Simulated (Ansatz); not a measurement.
Mulliken charges of `N=[C]([AlH2])[SiH3]` from PBE/def2-TZVPP in Ansatz (PBE0-D4/def2-TZVP geometry).

```csv
atom,x (Å),y (Å),z (Å),charge (e)
N1,-1.540,0.254,-0.750,-0.191
C2,-0.390,0.091,-0.202,-0.128
Al3,0.835,1.657,-0.133,0.320
Si4,-0.009,-1.633,0.475,0.229
H5,-1.670,1.215,-1.091,0.155
H6,0.184,2.946,-0.797,-0.119
H7,2.289,1.644,0.503,-0.106
H8,-1.134,-2.576,0.258,-0.043
H9,0.292,-1.513,1.929,-0.058
H10,1.225,-2.139,-0.190,-0.058
```

By hand: the dipole of these point charges (1 e Å = 4.8032 D).

Σ q r = (0.047, 0.082, -0.004) e Å, of length 0.095 e Å = 0.46 D.

How does the dipole of the full density compare? (Estimate.)

The calculation gave: (0.203, 0.204, 0.028) e Å, 1.39 D; the point charges give 0.33 times that, at 17° from its direction.

Point charges leave out the atoms' own dipoles, such as those of lone pairs, and Mulliken's split depends on the basis, so the two needn't agree.
